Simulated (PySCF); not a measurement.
## Tantalum: a sound run and one with changed settings

Sound run: Ta [Xe] 4f14 5d3 6s2, Ta⁺ [Xe] 4f14 5d3 6s1. Computed with PySCF 2.14 in def2-SVP with the def2 core potential (60 electrons), with a scalar-relativistic core potential. In the sound run the correlated levels freeze 5s2 5p6 outside the core potential. The sound run starts from symmetry-adapted Hartree-Fock orbitals and uses a fine grid where one is needed.

A second run was set up differently.

```tsv
species	method	sound run (hartree)	changed run (hartree)	converged
Ta	MP2	-56.33480	-56.45460	yes
Ta⁺	MP2	-56.09282	-56.20218	yes
```

Ionisation energy of Ta:

| method | sound run (eV) | changed run (eV) |
| --- | --- | --- |
| UHF | 5.730 | 5.730 |
| MP2 | 6.585 | 6.869 |
| SCS-MP2 | 6.745 | 6.925 |

What was changed?
A. basis contracted for another Hamiltonian
B. level shift left on
C. all electrons correlated in a valence basis
D. a valence shell is frozen

C. A valence basis has no tight correlating functions, so it recovers only part of the core correlation, and not evenly between atom and ion.
